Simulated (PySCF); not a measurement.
How methods differ on the ionisation energy of Cr⁺

Cr⁺ [Ar] 3d5 (6S) → Cr²⁺ [Ar] 3d4 (5D), as a difference of total energies. All numbers are calculated (PySCF 2.14, the spin-free X2C one-electron Hamiltonian (Gaussian nucleus), in x2c-TZVPPall). Correlated levels: valence: [Ar] frozen. The calculations carry no spin-orbit coupling.

| method | ionisation energy (eV) | plus first-order spin-orbit estimate | error of that sum (eV) |
| --- | --- | --- | --- |
| UHF | 15.001 | 14.955 | -1.531 |
| MP2 (valence) | 15.965 | 15.918 | -0.568 |
| SCS-MP2 (valence) | 15.322 | 15.276 | -1.210 |
| CCSD (valence) | 15.987 | 15.941 | -0.545 |
| CCSD(T) (valence) | 16.018 | 15.971 | -0.515 |

Reference: 16.486 eV (measured; NIST Atomic Spectra Database, ionization energies).

A first-order spin-orbit estimate (lowest level to lowest level, LS coupling) adds -0.046 eV.

Errors of the correlated levels include the incompleteness of this basis and the frozen core.
